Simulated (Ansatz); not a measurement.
```yaml
atoms:
  - { symbol: O, position_ang: [0.0067, 0.0486, -0.5875] }
  - { symbol: C, position_ang: [0.0280, 1.1849, 0.1542] }
  - { symbol: C, position_ang: [0.0467, -1.1488, 0.2013] }
  - { symbol: H, position_ang: [-0.0381, 2.0036, -0.4692] }
  - { symbol: H, position_ang: [-0.9093, 1.2596, 0.7997] }
  - { symbol: H, position_ang: [0.8999, 1.2222, 0.7910] }
  - { symbol: H, position_ang: [0.0299, -2.0263, -0.4565] }
  - { symbol: H, position_ang: [0.9439, -1.2368, 0.8291] }
  - { symbol: H, position_ang: [-0.8806, -1.2333, 0.8874] }
```

Basis set: 6-31G (spherical functions). Left uncorrelated: 3 orbitals. Charge 0, multiplicity 1.

Computed with Ansatz (development build ahead of 0.2.0); each method stands on the lowest determinant of its kind that the runs found. Restricted open shells among the atoms or ions are ROHF, correlated in semicanonical orbitals with singles.

The atomization energy at this shape (free ground-state atoms in the same class of orbitals less the molecule, no zero-point energy) of singlet C2H6O:

```json
{"method": "RHF", "atomization energy": "23.43 eV"}
```

What does RHF-MP2 give?

29.00 eV.

This basis has no polarisation functions and is too small for such energies, which can lie far from measured ones in either direction.
